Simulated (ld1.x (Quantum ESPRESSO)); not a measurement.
## Ga: excitation energies, all-electron against ultrasoft

gallium, ultrasoft, made with ld1.x (Quantum ESPRESSO) 7.5 (Wu–Cohen, scalar-relativistic). Core [Ar] 3d10, reference 4s2 4p0 (charge +1). Waves: 4s (bound): rcut 1.40, rcutus 1.70 bohr; 4s channel at 0.45 Ry: rcut 1.40, rcutus 1.70 bohr; 4p (bound, empty): rcut 1.85, rcutus 2.55 bohr; 4p channel at -0.2 Ry: rcut 1.85, rcutus 2.55 bohr; 4d channel at 0.4 Ry: rcut 2.50, rcutus 2.65 bohr; 4d channel at 2.9 Ry: rcut 2.50, rcutus 2.65 bohr. Local part: all-electron potential smoothed inside 1.30 bohr (lloc = -1). Core correction: none. Augmentation charge: built from norm-conserving waves at rcut, not smoothed further.

Energies are relative to the spin-unpolarised reference configuration 4s2 4p0; without spin polarisation the order of configurations can differ from experiment. The frozen-core shift is the all-electron ΔE with the core orbitals held at their reference shape minus the fully relaxed ΔE.

(1) Give the all-electron excitation energy and the error of the potential for: 4s2 4p1; 4s1 4p0; 4s2 4p0.5; 4s0 4p3; 4s1 4p2; 4s2 4p1.3; 4s1 4p1.

## Answers

(1)

```json
{"valence configuration": "4s2 4p1", "charge": "0", "ΔE all-electron (eV)": "-5.680", "error AE − PS (meV)": "+4.2", "frozen-core shift (meV)": "+12"}
{"valence configuration": "4s1 4p0", "charge": "+2", "ΔE all-electron (eV)": "21.182", "error AE − PS (meV)": "+16", "frozen-core shift (meV)": "+129"}
{"valence configuration": "4s2 4p0.5", "charge": "+0.5", "ΔE all-electron (eV)": "-3.656", "error AE − PS (meV)": "+1.5", "frozen-core shift (meV)": "+4.5"}
{"valence configuration": "4s0 4p3", "charge": "0", "ΔE all-electron (eV)": "7.768", "error AE − PS (meV)": "+110", "frozen-core shift (meV)": "+37"}
{"valence configuration": "4s1 4p2", "charge": "0", "ΔE all-electron (eV)": "0.905", "error AE − PS (meV)": "+35", "frozen-core shift (meV)": "+5.7"}
{"valence configuration": "4s2 4p1.3", "charge": "-0.3", "ΔE all-electron (eV)": "-6.204", "error AE − PS (meV)": "+6.8", "frozen-core shift (meV)": "+14"}
{"valence configuration": "4s1 4p1", "charge": "+1", "ΔE all-electron (eV)": "7.447", "error AE − PS (meV)": "+25", "frozen-core shift (meV)": "+19"}
```
